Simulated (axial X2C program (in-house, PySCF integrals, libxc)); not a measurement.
## Spin–orbit effects along a row: molecules with O (ions), PBE0

Computed with an axial X2C code built on PySCF integrals, spin-free (one-electron X2C) or two-component (2c: spin–orbit coupling with atomic mean-field Coulomb and Gaunt terms, which also bring small scalar terms), in Dyall basis sets with cores contracted in-house; open shells are unrestricted.

Basis sets: B dyall-av3z, Be dyall-av3z, C dyall-av3z, F dyall-av3z, Li dyall-av3z, N dyall-av3z, O dyall-av3z.

```tsv
molecule	spin-free state	Re (Å)	ωe (cm⁻¹)	De (eV)	2c state	Re 2c (Å)	ωe 2c (cm⁻¹)	De 2c (eV)
LiO⁻	M_S = 1, Λ = 1	1.738	705.2	2.50	Ω = 2	1.739	705.0	2.51
BeO⁻	M_S = 1/2, Λ = 0	1.359	1419.9	5.47	Ω = 1/2	1.359	1419.9	5.47
BO⁻	M_S = 0, Λ = 0	1.232	1752.0	9.45	Ω = 0	1.232	1752.2	9.45
CO⁻	M_S = 1/2, Λ = 1	1.144	1897.9	n/a	Ω = 1/2	1.144	1897.1	n/a
NO⁻	M_S = 1, Λ = 0	1.246	1449.6	5.43	Ω = 1	1.246	1449.3	5.43
OF⁻	M_S = 0, Λ = 0	1.485	846.5	1.10	Ω = 0	1.485	846.4	1.10
```

(1) Work out the shifts from the spin-free to the two-component result.

Fragments in 2c: O- + Li, O- + Be, O- + B, O + C-, O- + N, F- + O. Each entry is the lowest single determinant of a limited PBE0 search at one distance. De goes to single-determinant-based atoms at the same level (for ions the charge split of lowest energy) and is withheld (n/a) where an atom does not fit its ground term or J level. Main or longest-lived isotopes. One determinant is a doubtful description, or other states lie close, for LiO⁻, CO⁻, NO⁻; these need not be ground states, and all values refer to the states named. Some open-shell Ω = 0 determinants are out of reach, so the Ω given for LiO⁻, NO⁻ need not be the lowest component. With several unpaired electrons the Ω given is that of one determinant, not necessarily of the lowest component. Some light 2c atoms are not at their ground J level, so De misses part of their lowering (0.04 eV or less). The functionals have no current term, which raises determinants with orbital currents.

Results:

(1) 

| molecule | 2c state | ΔRe (Å) | Δωe (cm⁻¹) | ΔDe (eV) |
| --- | --- | --- | --- | --- |
| LiO⁻ | Ω = 2 | 0.001 | -0.2 | 0.01 |
| BeO⁻ | Ω = 1/2 | 0.000 | 0.0 | 0.00 |
| BO⁻ | Ω = 0 | 0.000 | 0.2 | 0.00 |
| CO⁻ | Ω = 1/2 | 0.000 | -0.8 | n/a |
| NO⁻ | Ω = 1 | 0.000 | -0.3 | 0.00 |
| OF⁻ | Ω = 0 | 0.000 | -0.1 | 0.00 |

Shifts of one unit in the last digit are rounding.
